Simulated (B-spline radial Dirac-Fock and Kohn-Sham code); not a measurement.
## Core and valence levels of W⁴⁰⁺

System: tungsten as W⁴⁰⁺, 1s2 2s2 2p6 3s2 3p6 3d10 4s2 4p4; nuclear rms radius 5.3658 fm (A = 184).

Level of theory: Dirac-Fock (average of configuration) total-energy differences with a finite nucleus, the Breit interaction including its frequency dependence, and self-energy and vacuum-polarisation corrections; a radial B-spline solver. The model has no electron correlation. Energies are counted from the vacuum level. Subshells whose hole state is unreliable or did not converge are left out.

All terms are in eV, carry their sign (relaxation lowers the binding energy) and add up to the binding energy; ⟨r⟩ is the mean radius of the orbital in the initial state.

```
  subshell  −ε (Koopmans)  relaxation    Gaunt  retardation      QED  binding energy  ⟨r⟩ (bohr)
    K (1s)        71815.3      -56.37  -253.57        23.24  -120.07         71408.6       0.018
   L1 (2s)        14047.2      -22.25   -28.41         2.09   -17.56         13981.0       0.077
L2 (2p1/2)        13490.4      -26.42   -47.98         5.10     0.05         13421.2       0.064
   M1 (3s)         4635.7       -4.69    -5.79         0.45    -4.16          4621.5       0.197
M2 (3p1/2)         4391.8       -5.33    -9.69         0.96    -0.08          4377.7       0.188
M4 (3d3/2)         3686.3       -6.27    -4.46         0.44     0.34          3676.3       0.176
M5 (3d5/2)         3619.6       -5.92    -3.17         0.47     0.16          3611.1       0.180
   N1 (4s)         2142.8       -0.54    -1.88         0.19    -1.31          2139.3       0.401
 N2,3 (4p)         1973.3       -0.54    -2.39         0.46    -0.10          1970.8       0.418
```

For the deepest level, K (1s), the Breit terms make up -0.323 % of the binding energy, QED -0.168 % and orbital relaxation -0.079 %.

Spin-orbit splittings: 3d 65.20 eV.

Going to the tabulated ground configuration of the next ion removes an electron from N2,3 (4p), computed at 1970.8 eV. NIST lists 1940.6 ± 2 eV as the ionisation energy of this species (semi-empirical), -30.16 eV from the computed value. Where a p, d or f shell is open in either ion the computed value averages over both j values and all terms, while the table refers to the lowest levels; that difference holds spin-orbit splitting (largest in heavy or highly charged ions), term energies where several electrons share open shells, and correlation, and it can reach 10 % or more.
